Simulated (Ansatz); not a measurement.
`[SiH3][SiH2][CH2][InH2]` and `FC[SiH2][SiH3]` differ in one atom or group.

Ansatz, PBE0-D4/def2-TZVP geometries, multiplicity 1. Each molecule was computed in one conformer, which needn't be the lowest.

Elements past krypton have def2 core potentials.

```
                                        property  `[SiH3][SiH2][CH2][InH2]`
             LUMO energy (B3LYP/def2-TZVPP) / eV                      -1.55
               LUMO energy (PBE/def2-TZVPP) / eV                      -2.07
         HOMO–LUMO gap (ωB97M-V/def2-TZVPP) / eV                       9.66
           HOMO energy (ωB97M-V/def2-TZVPP) / eV                      -9.48
            HOMO–LUMO gap (PBE0/def2-TZVPP) / eV                       6.06
size of the dipole moment (B3LYP/def2-TZVPP) / D                       0.92
```

Give the same properties after the change, and the shifts. (Estimate.)

Computed: 
```tsv
property	`FC[SiH2][SiH3]`	shift
LUMO energy (B3LYP/def2-TZVPP) / eV	-0.24	1.31
LUMO energy (PBE/def2-TZVPP) / eV	-0.89	1.18
HOMO–LUMO gap (ωB97M-V/def2-TZVPP) / eV	11.97	2.31
HOMO energy (ωB97M-V/def2-TZVPP) / eV	-10.33	-0.85
HOMO–LUMO gap (PBE0/def2-TZVPP) / eV	8.22	2.16
size of the dipole moment (B3LYP/def2-TZVPP) / D	1.49	0.57
```

With PBE0 the HOMO falls by 0.88 eV and the LUMO rises by 1.27 eV, so the gap widens by about 2.15 eV. PBE moves the HOMO by -0.74 eV and ωB97M-V by -0.85 eV. Dipoles are sizes alone; their direction can turn.

Positive LUMOs are unbound, so they and the gaps depend on the basis.

B3LYP here is the variant with VWN-RPA as its local correlation; programs differ in this.
